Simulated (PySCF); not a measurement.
Compound: C6H8OSi.
Bonds: Si1–O2, O2–C3, C3–C4 (aromatic), C4–C5 (aromatic), C5–C6 (aromatic), C6–C7 (aromatic), C7–C8 (aromatic), C3–C8 (aromatic). Hydrogens: H9, H10, H11 on Si1; H12 on C4; H13 on C5; H14 on C6; H15 on C7; H16 on C8.

Computed geometry: GFN2-xTB, gas phase.

**Question.** Give the optimised bond lengths and angles.

**Answer.** 
```
           bond  length (Å)     order
         Si1–O2       1.625    single
          O2–C3       1.348    single
   C3–C4, C3–C8       1.391  aromatic
   C4–C5, C7–C8       1.382  aromatic
   C5–C6, C6–C7       1.385  aromatic
Si1–H9, Si1–H11       1.465    single
        Si1–H10       1.453    single
 C4–H12, C8–H16       1.080    single
 C5–H13, C7–H15       1.080    single
         C6–H14       1.079    single
```

Bonds in one row agree within 0.01 Å and their mean is given. Orders are formal, as drawn. A selection of angles:
```
    angle  degrees
Si1–O2–C3    134.2
 O2–C3–C4    118.0
 O2–C3–C8    122.5
 C4–C3–C8    119.5
 C3–C4–C5    120.1
 C4–C5–C6    120.4
 C5–C6–C7    119.6
```

Dihedral angles: Si1–O2–C3–C4 -179° (antiperiplanar).

The 6-membered ring C3–C4–C5–C6–C7–C8 has internal angles of 119.5° to 120.4° (sum 720°, against 720° for a flat polygon); it is planar, 0.00 Å rms from its mean plane, widest ring torsion 0°. Of the pairs four or more bonds apart, Si1···H16 is among the closest relative to their van der Waals radii: 2.88 Å, 87 % of the sum of Bondi's values. Si1 (oxygen-bound silicon) is distorted tetrahedral (angles from 98.9° to 113.4°). The 8 heavy atoms lie in one plane (0.003 Å rms).

Point group: Cs (every atom within 0.08 Å of its image). No frequency check. The numbers are those of one conformer.
